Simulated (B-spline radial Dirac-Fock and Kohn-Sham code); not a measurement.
# Dy³⁺: photoemission with 4000 eV photons

System: dysprosium as Dy³⁺, [Xe] 4f9.

Level of theory: the independent-particle Dirac-Slater model, thresholds from Dirac-Fock; a radial atomic solver. The asymmetry parameter β is from the dipole term alone. Kinetic energies are from the vacuum level. Open shells are spread statistically over j, without multiplet splitting.

| subshell | electrons | binding (eV) | kinetic (eV) | σ (kb) | β |
| --- | --- | --- | --- | --- | --- |
| 3s | 2 | 2089.2 | 1910.8 | 15.2 | 1.96 |
| 3p1/2 | 2 | 1884.7 | 2115.3 | 20.7 | 1.59 |
| 3p3/2 | 4 | 1717.9 | 2282.1 | 40.4 | 1.65 |
| 3d3/2 | 4 | 1370.7 | 2629.3 | 32.3 | 1.26 |
| 3d5/2 | 6 | 1335.2 | 2664.8 | 44.8 | 1.22 |
| 4s | 2 | 460.3 | 3539.7 | 4.09 | 1.97 |
| 4p1/2 | 2 | 378.5 | 3621.5 | 4.74 | 1.67 |
| 4p3/2 | 4 | 341.3 | 3658.7 | 8.88 | 1.73 |
| 4d3/2 | 4 | 205.6 | 3794.4 | 5.42 | 1.31 |
| 4d5/2 | 6 | 198.9 | 3801.1 | 7.48 | 1.24 |
| 4f5/2 | 3.86 | 41.15 | 3958.8 | 0.359 | 0.85 |
| 4f7/2 | 5.14 | 40.17 | 3959.8 | 0.450 | 0.83 |
| 5s | 2 | 88.23 | 3911.8 | 0.728 | 1.97 |
| 5p1/2 | 2 | 62.82 | 3937.2 | 0.696 | 1.67 |
| 5p3/2 | 4 | 57.60 | 3942.4 | 1.27 | 1.74 |

Branching ratios of the spin-orbit partners (statistical value in brackets): 3p 1.95 (2.00), 3d 1.39 (1.50), 4p 1.87 (2.00), 4d 1.38 (1.50), 4f 1.25 (1.33), 5p 1.82 (2.00).

Values without a named source are computed, but for edge energies of neutral atoms, which are taken from tables.
